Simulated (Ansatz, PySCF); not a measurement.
BrF2GeHO, SMILES [F][Ge]([Br])([F])[OH]. Atoms are numbered in the order given.

```xyz
6

O      1.6587     1.2178     0.0000
Ge     0.0142     0.6540     0.0000
F     -0.8321     1.2887     1.3540
F     -0.8321     1.2887    -1.3540
Br    -0.0341    -1.5902     0.0000
H      1.7257     2.1814     0.0000
```

Geometry optimised at PBE0-D3(BJ)/def2-SVP. This is a generated structure with no PubChem entry under its InChIKey; it may be hypothetical. One conformer was computed; it need not be the lowest.

Two levels are set side by side: PBE-D3(BJ)/def2-SVP (Ansatz, a program for electronic structure) and PBE0-D3(BJ)/def2-SVP (Ansatz). Each level has its own optimised geometry; the coordinates shown are those of the second. Frequencies come from the Hessian of PySCF at each geometry. Differences are taken from unrounded values.

| quantity | PBE0-D3(BJ) | PBE-D3(BJ) | PBE-D3(BJ) minus PBE0-D3(BJ) |
|---|---|---|---|
| mean bond length (Å) | 1.677 | 1.698 | 0.021 |
| bond O1–Ge2 (Å) | 1.739 | 1.764 | 0.026 |
| bond Ge2–F3 (Å) | 1.718 | 1.740 | 0.022 |
| bond Ge2–F4 (Å) | 1.718 | 1.740 | 0.022 |
| bond Ge2–Br5 (Å) | 2.245 | 2.269 | 0.024 |
| bond O1–H6 (Å) | 0.966 | 0.978 | 0.012 |
| highest harmonic wavenumber (cm⁻¹) | 3879 | 3700 | -179 |
| mean harmonic wavenumber (cm⁻¹) | 714 | 682 | -32 |
| zero-point energy (kcal/mol) | 12.24 | 11.69 | -0.55 |

GGA bonds tend to be longer and softer than those of functionals with exact exchange. Differences between two approximate levels are no errors against the true value.
